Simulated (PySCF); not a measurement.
Compound: C₃H₅O₄S (doublet state).
Numbering: `[CH3:1][S:2](=[O:3])(=[O:4])[CH:5][C:6](=[O:7])[OH:8]` (hydrogens: H9, H10, H11 on C1; H12 on C5; H13 on O8)

Geometry (GFN2-xTB, Å), atoms numbered from 1 in this order:
```
atom  x, y, z in Å
C1    -1.732    0.253    0.680
S2    -0.859   -0.953   -0.328
O3    -0.312   -2.001    0.507
O4    -1.678   -1.345   -1.436
C5     0.641   -0.226   -0.934
C6     1.484    0.523   -0.056
O7     1.156    0.939    1.041
O8     2.697    0.773   -0.577
H9    -2.134    1.008    0.018
H10   -1.021    0.669    1.383
H11   -2.527   -0.273    1.194
H12    1.051   -0.661   -1.829
H13    3.228    1.294    0.047
```

The hyperfine couplings belong to this conformer and change with its torsions.

Method used: UKS B3LYP, pcH-1 on C H O S, non-relativistic, mean-field spin-orbit, GIAO (PySCF). One conformer (not necessarily the lowest) at the GFN2-xTB geometry, without solvent, vibrations or thermal averaging. A GFN2-xTB geometry isn't a minimum of the functional, and hyperfine couplings can be far from their values at a DFT geometry. The frame is twisted about the C5–C6 bond at this geometry (dihedral H12–C5–C6–O8 = 10°); couplings at other torsion angles weren't computed. The SCF solution wasn't tested for stability.

Q: Give the isotropic g value and a_iso(13C) at C5.

A: g_iso = 2.00347 and a = +82.61 MHz, or +2.946 mT (Mulliken spin population +0.84). 13C makes up about 1.07 % of the natural element, so this concerns labelled samples or satellites.

Q: Take this nucleus alone (I = 1/2, g_N = 1.4048) with S = 1/2. Where do its 2 lines fall at 9.739 GHz to first order, to second order and exactly?

A: First order: B = B0 − a·mI with B0 = 347.313 mT. Second order subtracts a²[I(I+1) − mI²]/(2B0). The exact fields come from the Breit–Rabi levels of H = g μB B Sz − g_N μN B Iz + a S·I.

```
  mI  first order (mT)  second order (mT)  exact (mT)  exact − first order
−1/2           348.786            348.780     348.780               -0.006
+1/2           345.840            345.834     345.834               -0.006
```

Q: Someone takes the midpoint and the distance of the outer exact lines at face value. What g and a result?

A: Their midpoint, 347.307 mT, gives an apparent g of 2.00350 (true 2.00347), and their distance over 2I an apparent |a| of 2.946 mT (true 2.946).

Other couplings of abundant isotopes, left aside here: 1 × 1H 54 MHz, 1 × 1H 3 MHz, 3 × 1H 2 MHz.

Class means assume fast exchange of nuclei equivalent by connectivity; if that motion is slow, each nucleus keeps its own coupling.
